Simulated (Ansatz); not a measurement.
Computed with Ansatz on PBE0-D4/def2-TZVP structures; ΔE is electronic, products minus reactants. CBS: MP2 limit from def2 TZ/QZ plus the TZ coupled-cluster correction, frozen cores. For Ge outer-core shells are correlated without core-valence functions, which leaves a few kJ/mol of doubt a bond. Scalar relativity is left out up to krypton. One conformer a species, not always the lowest.

`[OH][Ge]([Cl])([Cl])[Cl]` + `FB1N[SiH2]1` → `[F][Ge]([Cl])([Cl])[Cl]` + `OB1N[SiH2]1`  (redistribution)

`[OH][Ge]([Cl])([Cl])[Cl]`:

Z-matrix (Å, degrees):
```
Ge
Cl 1 2.124
Cl 1 2.124 2 108.1
O 1 1.746 2 110.9 3 121.8
Cl 1 2.108 2 110.4 3 -120.8
H 4 0.962 1 112.9 2 -59.9
```

`FB1N[SiH2]1`:

```xyz
7

F    -2.155    1.094    0.357
B    -0.975    0.532    0.189
N    -0.482   -0.547   -0.517
Si    0.905    0.161    0.318
H    -0.801   -1.276   -1.137
H     1.961    0.735   -0.557
H     1.547   -0.699    1.346
```

`[F][Ge]([Cl])([Cl])[Cl]`:

Z-matrix (Å, degrees):
```
Ge
F 1 1.711
Cl 1 2.106 2 107.7
Cl 1 2.106 2 107.7 3 120.0
Cl 1 2.106 2 107.7 3 -120.0
```

`OB1N[SiH2]1`:

Cartesian coordinates in Å:
```
O 0.463 -2.017 0.489
B 0.136 -0.730 0.244
N 0.278 0.226 -0.761
Si -0.602 1.022 0.538
H 0.943 -2.437 -0.230
H 0.672 0.329 -1.683
H 0.099 2.161 1.189
H -1.991 1.445 0.214
```

```
                   species  MP2/def2-TZVPP energy (Eh)
`[OH][Ge]([Cl])([Cl])[Cl]`                 -3530.60411
             `FB1N[SiH2]1`                  -470.06280
 `[F][Ge]([Cl])([Cl])[Cl]`                 -3554.62181
             `OB1N[SiH2]1`                  -446.04536
```

(1) Work out ΔE.

(2) What do rigid-rotor, harmonic-oscillator terms from PBE0-D4/def2-TZVP frequencies (298.15 K, 1 bar) make of the CCSD(T)/CBS value? (An estimate is asked.)

Largest T1 diagnostic among the species: 0.014.

Answers

(1) ΔE = (-3554.62181) + (-446.04536) − (-3530.60411) − (-470.06280) = -0.00026 Eh = -0.7 kJ/mol. CCSD(T)/CBS gives -1.0 kJ/mol.

(2) Ansatz gave: ΔZPE = +1.9 kJ/mol, ΔH = -0.2 kJ/mol, ΔS = -19 J/(mol·K), ΔG = +5.5 kJ/mol.

At CCSD(T), def2-SVP lies −6.2 kJ/mol from the extrapolated value and def2-TZVPP −0.2 kJ/mol. Leaving LDA and LC-ωPBE aside and taking each functional with its dispersion term where it has one, the values, not all of them listed here, spread over 2.6 kJ/mol, from B97M-V to PBE-QIDH.
